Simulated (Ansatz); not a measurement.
The first iterations of a band of ClGaH$_{3}$N (6 atoms, charge 0, multiplicity 1).

Computed with Ansatz 0.2.0, RKS PBE/def2-SVP.

```json
{
  "movable images": "7",
  "climbing image": "yes",
  "spring": "5.0 eV/Å²",
  "optimiser": "quadratic models (default)",
  "start path": "straight line",
  "force threshold": "0.03 eV/Å",
  "iteration limit": "60",
  "end points": "relaxed"
}
```

First end point:

```xyz
6
Properties=species:S:1:pos:R:3
Ga 0.653 0.043 0.026
N 0.950 -0.026 1.814
H 0.202 -0.120 2.503
H 1.875 0.004 2.243
H 1.748 0.182 -1.075
Cl -1.444 -0.083 -0.524
```

Last end point:

```xyz
6
Properties=species:S:1:pos:R:3
Ga 0.353 -1.857 0.622
N 1.262 0.382 0.732
H 0.377 0.838 1.006
H 1.962 0.576 1.461
H 1.597 0.819 -0.138
Cl -1.567 -0.757 1.305
```

| iteration | highest image above the first end (eV) | largest band force component (eV/Å) |
| --- | --- | --- |
| 1 | 2.977 | 5.180 |
| 2 | 2.158 | 1.868 |
| 3 | 2.231 | 3.538 |

Task: Does the band converge within its limit, and where does its top end?

Result: It converged. It ended after 10 iterations with the highest image 2.115 eV above the first end. Neighbouring images differ by up to 1.3 eV, so the band resolves the path poorly. Another band between the same ends (7 images) ends at a top of the same energy, where a vibrational analysis finds 1 clearly imaginary mode. The orbitals stay closed-shell, which can raise the energy where a bond breaks towards radicals; this wasn't checked here.

The run took 2.7 min on 1 thread of Arm Neoverse V1, on a shared host, peak memory 0.14 GiB.
